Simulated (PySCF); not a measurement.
Radial density of Cr⁺ (chromium, charge +1)

B3LYP, [Ar] 3d5, high-spin 6S determinant. Calculation: PySCF 2.14, in cc-pVDZ-DK; scalar relativity by spin-free X2C-1e.

```
r (bohr)  4πr²ρ (e/bohr)  4πr²(ρα − ρβ)
0.000867          0.1251         0.0000
 0.00146          0.3200         0.0000
 0.00245          0.8051         0.0000
 0.00413           1.971         0.0000
 0.00694           4.608         0.0000
  0.0117           9.924         0.0001
  0.0196           18.52         0.0001
  0.0330           27.12         0.0003
  0.0556           27.51         0.0014
  0.0935           21.87         0.0102
   0.157           28.27         0.0771
   0.264           27.51         0.4751
   0.445           10.93         1.8108
   0.748           13.44         3.4191
    1.26           7.401         2.7932
    2.12           1.308         0.9831
    3.56          0.1434         0.1405
    5.99        0.006426         0.0064
```

Densities and radii are taken from the X2C orbitals without a picture-change correction, which distorts them close to the nucleus.
